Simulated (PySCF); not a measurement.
## A single-point calculation

[TbH2]+ (singlet in the valence; each metal's 4f electrons, 8 of them, lie in its core potential, out of spins and levels). PySCF 2.14.0, RKS PBE0, Tb lcecp-1-TZVP with ECP54, H def2-TZVP; non-relativistic Hamiltonian with scalar-relativistic core potentials where named; density fitting; no spin-orbit coupling. Purpose: basis and core treatment f-in-core-III/TZVP.

```python
mol = gto.M(atom='''
Tb    -0.00000     0.00000    -0.19117
H      1.51985    -0.00000     0.97740
H     -1.51985     0.00000     0.97740''',
    basis={'Tb': 'lcecp-1-TZVP', 'H': 'def2-TZVP'},
    ecp={'Tb': 'lcecp-1-TZVP'},
    charge=1, spin=0)
mf = dft.RKS(mol, xc='PBE0')
mf.grids.atom_grid = (75, 302)  # f atoms: unpruned, at least (60, 302)
mf = mf.density_fit()  # fitting sets: Tb AutoAux, H def2-universal-JKFIT
mf.conv_tol = 1e-08; mf.max_cycle = 55
mf.kernel(dm0)  # dm0: free metal ions and neutral atoms
mf.nuc_grad_method().kernel()
```

Run from Python with OMP_NUM_THREADS=2; the lines above give its settings. Where DIIS fails, smearing, a level shift and second-order steps follow.
It took 3.5 s on 2 threads of Arm Neoverse V1 (shared host).

Q: Where do the frontier levels lie, over both spins?

A: HOMO -12.75 eV, LUMO -7.77 eV. The 4f levels lie in the core potential and are missing.

Q: What are the Mulliken charges and spins?

A: 
```json
{"atom": "Tb1", "charge (e)": "1.306", "spin (e)": "0.000"}
{"atom": "H2", "charge (e)": "-0.153", "spin (e)": "0.000"}
{"atom": "H3", "charge (e)": "-0.153", "spin (e)": "0.000"}
```
The spin of the 4f electrons in the core isn't counted.

Q: What forces act on the atoms (eV/Å)?

A: 
```
Tb   0.00  0.00  0.07
H   -0.05  0.00 -0.03
H    0.05  0.00 -0.03
```
Forces carry noise of the integration grid, about 0.01 to 0.03 eV/Å.

The geometry was relaxed with PBE0 (Tb lcecp-1-SVP with ECP54, H def2-SVP).

An lcecp potential fixes the number of 4f electrons, so in runs with it no electron can move into or out of that shell.
